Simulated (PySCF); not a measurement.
A geometry optimisation on `O=CC(=C=S)B(O)O`.

Computed with PBE0-D3(BJ)/def2-SVP geometry optimisation, gas phase (PySCF 2.14.0). Start geometry: GFN2-xTB. A driver script takes a list of jobs; this job's settings line and coordinates (Å) are shown.

Command:
```bash
OMP_NUM_THREADS=1 python probes_run.py task.json out
```

Input:
```
{"job": {"xc": "PBE0", "basis": "def2-SVP", "d3": "d3bj", "grid": 1, "shake": 0.01, "kind": "geom"}, "charge": 0, "multiplicity": 1}
O      0.194010     1.761030     1.428020
C      0.921430     1.248000     0.630090
C      0.574170     0.102770    -0.191730
C      1.442140    -0.463520    -1.037020
S      2.274630    -1.227220    -2.074280
B     -0.895130    -0.499590    -0.024680
O     -1.203330    -1.573010    -0.776920
O     -1.728330     0.062130     0.832930
H      1.947730     1.641790     0.511160
H     -2.108350    -1.896360    -0.635250
H     -1.380860     0.818150     1.322010
```

Output:
```
step   0  E = -763.99065052  max force = 0.026893
step   1  E = -763.99338170  max force = 0.010305
step   2  E = -763.99403487  max force = 0.006135
step   3  E = -763.99334496  max force = 0.015327
step   4  E = -763.99444786  max force = 0.003721
step   5  E = -763.99453335  max force = 0.002908
step   6  E = -763.99465170  max force = 0.000464
step   7  E = -763.99465342  max force = 0.000690
step   8  E = -763.99466670  max force = 0.000203
optimisation converged
```

Energies in Eh; «max force» is the largest Cartesian gradient component in Eh/bohr.

Q: Give the first gradient maximum in eV/Å.

A: With 1 Eh/bohr = 51.422 eV/Å, 1.383 eV/Å.

Q: How much energy does the optimisation release, in kJ/mol?

A: E(step 0) − E(last step) = 0.004016 Eh, which is 10.5 kJ/mol.

Summary of the converged run: final energy -763.99467 Eh after 8 steps; dipole 2.02 D.

Q: Give the final coordinates.

A: 0.063 Å rms from the input after alignment:
```
atom  x, y, z in Å
O1     0.2428    1.7570    1.4207
C2     0.9132    1.2999    0.5141
C3     0.5142    0.1269   -0.2678
C4     1.2705   -0.3217   -1.2585
S5     2.1360   -0.8581   -2.4198
B6    -0.8531   -0.6048    0.0784
O7    -1.2005   -1.7003   -0.6417
O8    -1.6192   -0.1187    1.0723
H9     1.8835    1.7740    0.2437
H10   -2.0461   -2.0568   -0.3470
H11   -1.1853    0.6676    1.4670
```

Time: 72 s wall; peak memory 0.52 GiB. Hardware: one thread of an Arm Neoverse V1, shared host.
Labels such as C1 count atoms from 1, the log's own numbers from 0.
